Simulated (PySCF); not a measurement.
## Dipole moment and polarisability of `CO/C(C)=C/COC(F)(F)F`

Species: C6H9F3O2.
Cartesian coordinates in Å at the PBE0-D3(BJ)/def2-SVP level; atoms count from 1:
```
atom  x, y, z in Å
C1    -2.7124   -0.5836   -0.7860
O2    -2.2287    0.3036    0.1862
C3    -0.9302    0.6446    0.1571
C4    -0.5799    1.5532    1.2959
C5    -0.0475    0.2188   -0.7703
C6     1.3926    0.5926   -0.7162
O7     2.1658   -0.1311    0.2706
C8     2.3985   -1.4229    0.0550
F9     2.8853   -1.6628   -1.1723
F10    3.2870   -1.8423    0.9409
F11    1.3060   -2.1872    0.1813
H12   -3.7764   -0.7399   -0.5694
H13   -2.6056   -0.1663   -1.8024
H14   -2.1840   -1.5515   -0.7428
H15    0.2505    1.1401    1.8856
H16   -0.2711    2.5463    0.9337
H17   -1.4548    1.6785    1.9454
H18   -0.3588   -0.4700   -1.5558
H19    1.5406    1.6385   -0.4177
H20    1.8742    0.4516   -1.6944
```

Level: CAM-B3LYP/def2-SVPD (PySCF), static field, nuclei fixed, core orbitals frozen in the response. The polarisability tensor in these axes (au):

```
x   99.37 -2.62 -2.96
y   -2.62 78.35  6.08
z   -2.96  6.08 78.44
```

Task: Diagonalise the tensor; give its mean and Δα, where Δα² is half the sum of the squared differences of the eigenvalues.

Result: Principal values 72.31, 83.49 and 100.35 au; mean 85.39 au = 12.65 Å³ = 14.08 × 10⁻⁴⁰ C²·m²/J; Δα = 24.45 au (29 % of the mean).

Task: What is the dipole moment, and where does it point?

Result: (-2.21, 1.57, -1.26) D, 2.99 D in size, pointing from the negative to the positive side. Measured along this direction, the outermost atoms are F10 at the negative end and H12 and H13 at the positive end.

Task: Form Σ f/ω² (atomic units) for the 10 lowest TDDFT singlets, given as eV and f, and set it beside the mean polarisability, which is this sum over all singlets: 6.36, 0.2780; 6.57, 0.0587; 6.91, 0.0057; 7.24, 0.0084; 7.90, 0.0223; 8.06, 0.0393; 8.16, 0.0003; 8.21, 0.0011; 8.32, 0.0082; 8.46, 0.0018.

Result: They add up to 7.13 au, 8.4 % of the 85.39 au; the largest single term is 5.08 au, from the state at 6.36 eV. Terms in order: 5.08, 1.01, 0.09, 0.12, 0.26, 0.45, 0.00, 0.01, 0.09, 0.02 au. Higher excitations give the rest. The strengths listed sum to 0.424.

Task: Molar refractivity from α?

Result: Lorentz–Lorenz: R = (4π/3)N_A α = 2.5225 cm³/(mol·Å³) × 12.65 Å³ = 31.9 cm³/mol, in the limit of long wavelengths.

Task: Orientational against electronic polarisability at 500 K (dilute gas, rigid molecules)?

Result: In Gaussian units μ²/3kT = 43.16 Å³ against 12.65 Å³, a ratio of 3.41; the Debye molar polarisation (4π/3)N_A(α + μ²/3kT) is 140.8 cm³/mol, leaving out the vibrational part.

Task: Give the principal axes and the span of the nuclei along them.

Result: Largest value along (0.97, -0.16, -0.18), where the nuclei span 6.77 Å; middle along (0.24, 0.69, 0.68), 4.43 Å; least along (-0.01, 0.71, -0.71), 3.50 Å. The response follows the extents in order.

Task: Refractivity n − 1 of an ideal gas of it at 500 K and 1 atm, from the electronic α?

Result: N = p/kT = 1.4678 × 10¹⁹ cm⁻³, so n − 1 = 2π × N × 12.65 × 10⁻²⁴ cm³ = 1167 × 10⁻⁶ at long wavelengths.

Isolated species at its PBE0-D3(BJ)/def2-SVP geometry (one conformer only).
